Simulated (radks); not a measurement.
Valence configurations of neutral europium (all share [Xe]). All-electron calculation, scalar-relativistic Kohn-Sham, BLYP, spin-polarised, spherical densities, finite nucleus; open shells are filled with parallel spins first (spin-orbit coupling, left out, can overturn this in heavy ions); Fermi nuclear charge, rms radius 5.1115 fm. Program: a radial shooting solver on a logarithmic mesh with Libxc functionals. Order these by energy: 4f7 5d1 6s1; 4f7 5d1 6p1; 4f6 6s1 6p2; 4f6 5d1 6s1 6p1; 4f7 6s2; 4f7 6s1 6p1; 4f4 5d1 6s2 6p2; 4f5 6s2 6p2.

Answer. From the lowest, in eV above it: 4f7 6s2 0.000; 4f7 5d1 6s1 1.573; 4f7 6s1 6p1 2.029; 4f7 5d1 6p1 4.010; 4f6 5d1 6s1 6p1 6.588; 4f6 6s1 6p2 9.052; 4f5 6s2 6p2 21.920; 4f4 5d1 6s2 6p2 39.475. NIST lists [Xe] 4f7 6s2 as the ground configuration; this level of theory agrees among the configurations tried. The energies are those of spherical high-spin densities, not of single terms. No valid solution was reached for [Xe] 4f8 6s1; [Xe] 4f8 6p1.
